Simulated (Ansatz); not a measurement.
Reaction (formal hydrolysis of the Si–C bond): `C[SiH](Cl)[GeH3]` + H₂O → `O[SiH](Cl)[GeH3]` + CH₄

Calculated with Ansatz (gas phase, PBE0-D4/def2-TZVP geometries, no zero-point term in ΔE). CCSD(T)/CBS is the MP2 limit (def2-TZVPP, def2-QZVPP) plus CCSD(T) − MP2 in def2-TZVPP, frozen cores. This one scheme is used for every species. Functionals use def2-TZVPP. B3LYP here is the variant with VWN-RPA as its local correlation; programs differ in this. For Ge outer-core shells are correlated without core-valence functions, which leaves a few kJ/mol of doubt a bond. Scalar relativity is left out up to krypton. Each species was taken in one conformer, which may not be the lowest.

```tsv
level	ΔE (kJ/mol)
B3LYP-D4	-101.0
ωB97X-V	-97.9
PBE	-93.6
r2SCAN	-101.5
B3LYP	-105.2
MP2/def2-TZVPP	-96.4
SCS-MP2/def2-TZVPP	-100.0
HF/CBS(def2)	-112.1
```

Problem. What does CCSD(T)/CBS give? (Estimate.)

Solution. The calculation gave: -93.8 kJ/mol. The listed levels differ from it by -7.2, -4.1, 0.2, -7.7, -11.4, -2.6, -6.2, -18.3 kJ/mol.

Largest T1 diagnostic among the species: 0.012.

In def2-TZVPP, CCSD(T) changes the Hartree–Fock value by +15.7 kJ/mol (the triples alone add +1.3 kJ/mol) and MP2 by +15.2 kJ/mol. The D4 term adds +4.2 kJ/mol with B3LYP and +2.4 kJ/mol with PBE0; it sums over pairs of atoms, weighted by their polarisabilities, and B3LYP, whose exchange is more repulsive, gets the larger term.
